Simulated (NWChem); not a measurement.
System: C3H2F3, doublet; SMILES C=C(F)[C](F)F

Input file for NWChem:

```
start job
memory heap 200 mb stack 900 mb global 1100 mb
geometry units angstroms noautosym nocenter noautoz
  C     -1.256358    -1.429321     0.000000
  C     -0.077357    -0.722732     0.000000
  F      1.089007    -1.372278     0.000000
  C      0.036625     0.659414     0.000000
  F     -1.005749     1.450119     0.000000
  F      1.174307     1.297397     0.000000
  H     -2.212669    -0.908770     0.000000
  H     -1.227731    -2.518479     0.000000
end
basis spherical
  * library def2-svp
end
dft
  odft
  mult 2
  xc b3lyp
  iterations 150
end
cosmo
  do_cosmo_smd true
  solvent clbenzen
end
task dft energy
```

In the optimisation the excess spin sits in a" (Cs, its own frame). Coordinates come from a PBE0/def2-SVP, spin-unrestricted optimisation. No stability test was run on the SCF state. Solvent: chlorobenzene.

Level: B3LYP/def2-SVP with SMD (1 M gas to 1 M solution), gas-phase geometry. Reactions with the solvent are ignored.

Question: Give the results of this calculation. (B3LYP/def2-SVP, spin-unrestricted, SMD on the gas-phase geometry.) Quantities: solvation free energy (kcal/mol); cavity-dispersion-structure term (kcal/mol); dipole in solution (D).

Answer: 
```yaml
solvation free energy (kcal/mol): -0.6
cavity-dispersion-structure term (kcal/mol): 1.3
dipole in solution (D): 1.30
```
